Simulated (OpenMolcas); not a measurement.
An OpenMolcas run meant for neutral silver (ANO-RCC-VTZP, X2C; inactive shells 1s 2s 2p 3s 3p 3d 4s 4p; intended active space 11 electrons in 6 orbitals (4d 5s)). One step of its input:

```
&RASSCF
FileOrb=start.orb
Symmetry=1
Spin=2
nActEl=11 0 0
Inactive=9 9
Ras2=6 0
CIRoot=9 9 1
SDav=6
CIMx=300
Iter=79 100
PrWF=0.3
OrbListing=Nothing
MaxOrb=0
Atom
CIOnly
>>> COPY $Project.JobIph JOB001
```

Lines from the output:

```
...
      Number of secondary orbitals              44
      Spin quantum number                      0.5
      State symmetry                             1
Orbital specifications:
      -----------------------

      Symmetry species                           1   2
                                                ag  au
      Frozen orbitals                            0   0
      Inactive orbitals                          9   9
      Active orbitals                            6   0
      RAS1 orbitals                              0   0
      RAS2 orbitals                              6   0
      RAS3 orbitals                              0   0
      Secondary orbitals                        21  23
      Deleted orbitals                           0   0
      Number of basis functions                 36  32
      Number of CSFs                             6
      Number of root(s) required                 9
 ************ ERROR ***********
  You can't ask for more roots
  than there are configurations
 ******************************
--- Stop Module: rasscf at  /rc=_RC_INPUT_ERROR_ ---
.####################.
.# User input error #.
.####################.
```

Question: What is wrong with the input?

Answer: CIRoot asks for more roots than the active space has configuration state functions.
